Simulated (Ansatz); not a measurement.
CH9NOSi2, SMILES `CO[SiH](N)[SiH3]`, relaxed with RKS PBE-D4/def2-SVP in the Gaussian-basis code of Ansatz from a rough embedded geometry. The force threshold is 0.03 eV/Å; the program also tests the step.

The species carries charge 0 and has multiplicity 1.

Start:

```xyz
14

C    -0.177    1.143   -1.864
O    -0.331    1.133   -0.459
Si   -0.547   -0.316    0.384
N    -1.395    0.276    1.756
Si    1.490   -1.310    0.901
H    -1.025    0.635   -2.353
H     0.756    0.541   -2.137
H    -0.013    2.126   -2.219
H    -1.393   -1.170   -0.442
H    -2.307    0.617    1.367
H    -0.953    1.001    2.137
H     2.364   -0.397    1.709
H     1.293   -2.647    1.618
H     2.241   -1.631   -0.398
```

Question: How much energy does the relaxation release, and in how many steps? (Best estimate.)

Answer: The calculation gave: 14.87 kcal/mol, in 10 steps, 1 of them rejected.

Question: Which bonds change most? (Estimate.)

Answer: Ansatz gave: N4–H11 from 0.931 to 1.023 Å; C1–H8 from 1.058 to 1.111 Å; Si3–H9 from 1.458 to 1.511 Å; Si3–Si5 from 2.325 to 2.357 Å.

Question: Give the relaxed structure. (Best estimate.)

Answer: Computed: 
```xyz
14

C    -0.015    1.040   -2.005
O    -0.430    1.147   -0.659
Si   -0.683   -0.196    0.340
N    -1.376    0.250    1.862
Si    1.391   -1.217    0.803
H    -0.730    0.447   -2.624
H     0.991    0.566   -2.107
H     0.048    2.059   -2.443
H    -1.653   -1.128   -0.346
H    -2.352    0.555    1.899
H    -0.810    0.786    2.525
H     2.159   -0.366    1.785
H     1.221   -2.589    1.405
H     2.240   -1.354   -0.436
```
